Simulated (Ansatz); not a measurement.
All values below come from frozen-core CCSD(T)/def2-TZVPP // TPSS-D3(BJ)/def2-SVP (Ansatz, a first-principles code).

Ansatz 0.2 input:
```yaml
crystal:
  periodic: [false, false, false]
  atoms:
    - { symbol: Mo, position_ang: [0.095235, 0.064829, 0.026565] }
    - { symbol: Cl, position_ang: [0.46098, -1.044623, -1.963514] }
    - { symbol: Cl, position_ang: [2.146766, -0.590326, 0.825639] }
    - { symbol: Cl, position_ang: [-0.404074, 1.114256, 2.019788] }
    - { symbol: Cl, position_ang: [0.94489, 2.011848, -0.845347] }
    - { symbol: F, position_ang: [-1.59684, 0.52849, -0.589584] }
    - { symbol: F, position_ang: [-0.662373, -1.489721, 0.708435] }
basis:
  gaussian: { orbitals: def2-TZVPP }
correlation:
  method: ccsd_t
```

Output:

```
Functional definition: HF
1808 factors; integrals over basis functions are off by at most 5.5e-4 eV
mean field evaluation 1: about -57254.1648 eV, gradient 8.3e1 eV
mean field evaluation 2: about -57254.6131 eV, gradient 8.3e1 eV
mean field evaluation 4: about -57268.7495 eV, gradient 1.8e1 eV
mean field evaluation 8: about -57269.2709 eV, gradient 2.1e0 eV
mean field evaluation 16: about -57269.2932 eV, gradient 1.5e-5 eV
mean field evaluation 32: about -57255.8545 eV, gradient 5.7e1 eV
mean field evaluation 64: about -57255.5996 eV, gradient 5.3e1 eV
mean field evaluation 96: about -57263.1990 eV, gradient 4.3e-1 eV
mean field evaluation 128: about -57263.0976 eV, gradient 1.1e-1 eV
mean field evaluation 160: about -57263.1938 eV, gradient 7.3e-1 eV
mean field evaluation 192: about -57263.3708 eV, gradient 1.7e0 eV
mean field evaluation 224: about -57263.3214 eV, gradient 2.0e0 eV
mean field evaluation 256: about -57263.0939 eV, gradient 3.3e-2 eV
mean field evaluation 288: about -57262.5028 eV, gradient 5.2e-1 eV
mean field evaluation 320: about -57262.5189 eV, gradient 5.5e-2 eV
mean field evaluation 352: about -57261.6983 eV, gradient 1.1e0 eV
mean field evaluation 384: about -57261.4579 eV, gradient 2.4e0 eV
mean field evaluation 416: about -57261.8693 eV, gradient 6.1e-2 eV
mean field evaluation 448: about -57262.4085 eV, gradient 6.7e-2 eV
mean field evaluation 480: about -57260.8913 eV, gradient 4.9e0 eV
mean field -57269.29324937 eV, -2104.6077083933 hartree, gradient 2.8e-6 eV, S^2 0.000000; 4 other end points of the search recorded, 0 dependent functions left out
22 core orbitals not correlated
reference -57269.29324937 eV, -2104.6077083933 hartree; 28, 28 occupied and 236, 236 virtual orbitals, 1808 factors
second order -52.05760592 eV of doubles, -0.00000000 eV of singles
cycle   1  -47.51671509 eV  change     4.5e0 eV  update   4.6e-1
cycle   2  -50.45822566 eV  change    -2.9e0 eV  update   4.3e-1
cycle   3  -50.98606580 eV  change   -5.3e-1 eV  update   8.2e-2
cycle   4  -51.04143410 eV  change   -5.5e-2 eV  update   4.7e-2
cycle   5  -50.97988628 eV  change    6.2e-2 eV  update   2.1e-2
cycle   6  -50.96594095 eV  change    1.4e-2 eV  update   6.8e-3
cycle   7  -50.96817628 eV  change   -2.2e-3 eV  update   3.5e-3
cycle   8  -50.96846345 eV  change   -2.9e-4 eV  update   1.6e-3
cycle   9  -50.96848370 eV  change   -2.0e-5 eV  update   9.7e-4
cycle  10  -50.96912838 eV  change   -6.4e-4 eV  update   6.2e-4
cycle  11  -50.96977193 eV  change   -6.4e-4 eV  update   4.8e-4
cycle  12  -50.96918838 eV  change    5.8e-4 eV  update   2.3e-4
cycle  13  -50.96899547 eV  change    1.9e-4 eV  update   1.3e-4
cycle  14  -50.96898731 eV  change    8.2e-6 eV  update   6.9e-5
perturbative correction -3.21257394 eV, -0.1180599147 hartree
Total energy: -57323.47481062 eV, -2106.5988440436 hartree
```

Cost: very roughly 70 core-minutes.
